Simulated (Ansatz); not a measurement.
Consider the formal exchange of groups at a B–F bond: `FBBr` + CH₃OH → `OCBBr` + H–F.

Program: Ansatz. Geometries: PBE0-D4/def2-TZVP. ΔE: electronic, gas phase. CCSD(T)/CBS is the MP2 limit (def2-TZVPP, def2-QZVPP) plus CCSD(T) − MP2 in def2-TZVPP, frozen cores. This one scheme is used for every species. DFT in def2-TZVPP. For Br outer-core shells are correlated without core-valence functions, which leaves a few kJ/mol of doubt a bond. Scalar relativity is left out up to krypton. Each species was taken in one conformer, which may not be the lowest.

`FBBr`:

```xyz
4

F     0.599   -0.093   -1.233
B     0.129    0.108   -0.028
Br   -1.328   -0.957    0.585
H     0.601    0.942    0.677
```

CH₃OH:

Cartesian coordinates in Å:
```
C 0.146 0.203 -0.254
O -0.861 -0.264 0.614
H -0.288 1.014 -0.840
H 0.492 -0.572 -0.949
H 1.013 0.601 0.288
H -0.502 -0.981 1.140
```

`OCBBr`:

Z-matrix (Å, degrees):
```
C
B 1 1.547
O 1 1.403 2 119.9
H 1 1.105 2 106.0 3 -125.1
H 1 1.105 2 106.1 3 125.2
Br 2 1.910 1 120.3 3 0.1
H 2 1.190 1 122.4 3 -179.9
H 3 0.963 1 108.4 2 -0.2
```

H–F:

```xyz
2

F    -0.166   -0.192   -0.384
H     0.166    0.192    0.384
```

CCSD(T)/CBS gives +30.3 kcal/mol.

Another level gave +33.6 kcal/mol. Which?
A. B2PLYP/def2-TZVPP
B. revPBE/def2-TZVPP
C. HF/def2-TZVPP
D. BLYP/def2-TZVPP

A. B2PLYP 33.6, revPBE 31.9, BLYP 34.8, HF/def2-TZVPP 37.7 kcal/mol.

What do rigid-rotor, harmonic-oscillator terms from PBE0-D4/def2-TZVP frequencies (298.15 K, 1 bar) make of the CCSD(T)/CBS value? (Estimate.)

The calculation gave: ΔZPE = -2.0 kcal/mol, ΔH = +28.9 kcal/mol, ΔS = -21 J/(mol·K), ΔG = +30.4 kcal/mol.

Largest T1 diagnostic among the species: 0.011.

At CCSD(T), def2-SVP lies +7.1 kcal/mol from the extrapolated value and def2-TZVPP +1.3 kcal/mol. The D4 term adds −1.8 kcal/mol with B3LYP and −1.0 kcal/mol with PBE0; it sums over pairs of atoms, weighted by their polarisabilities, and B3LYP, whose exchange is more repulsive, gets the larger term.

B3LYP here is the variant with VWN-RPA as its local correlation; programs differ in this.
